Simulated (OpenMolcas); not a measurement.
Ag2+: moving the ligands

Ag2+ with 6 ligands (ammonia) in trigonal antiprismatic coordination (S6) at 2.36 Å, a polar angle of 57.5° against the regular 54.74°. Ligand basis ANO-RCC-VDZP.

```
Program             : OpenMolcas
Method              : CASSCF
Basis               : ANO-RCC-VDZP [6s5p3d1f]
Scalar Hamiltonian  : DKH2, point nucleus
Active space        : 9 electrons in 5 orbitals (4d)
State averaging     : 2S+1 = 2 even, 5 roots
Spin-orbit coupling : state interaction with AMFI integrals over the reference wave functions
```

Runs around this geometry, states. Energies in cm-1 above the lowest state or level, χT in cm3 K/mol.

```csv
R (Å),Polar angle / regular,Ground state,First state of that spin,First gap with spin-orbit (degeneracies),χT at 300 K
2.28,1.05,2S+1 = 2,15768,"248.2 (2, 2)",0.504
2.36,1.05,2S+1 = 2,12941,"252.3 (2, 2)",0.539
2.43,1.05,2S+1 = 2,10924,"254.5 (2, 2)",0.573
2.36,1.103,2S+1 = 2,12888,"548.2 (2, 2)",0.516
```

An orbital doublet at a regular site is open to a Jahn-Teller distortion, which this geometry leaves out. With metal d orbitals alone the field can be off either way by tens of per cent. Ligand-to-metal charge-transfer states are missing. The least metal-like active orbital is 81 % on the metal (Löwdin) and no ligand orbital is active, so the numbers are rough (holds for R = 2.28, ratio = 1.05). The least metal-like active orbital is 83 % on the metal (Löwdin) and no ligand orbital is active, so the numbers are rough (holds for R = 2.36, ratio = 1.05; R = 2.36, ratio = 1.103). The least metal-like active orbital is 85 % on the metal (Löwdin) and no ligand orbital is active, so the numbers are rough (holds for R = 2.43, ratio = 1.05). No measured value stands beside these numbers; the geometry is a model, was not optimised and need not be the one that this ion takes.

A state without a sure symmetry label is named by its multiplicity alone.
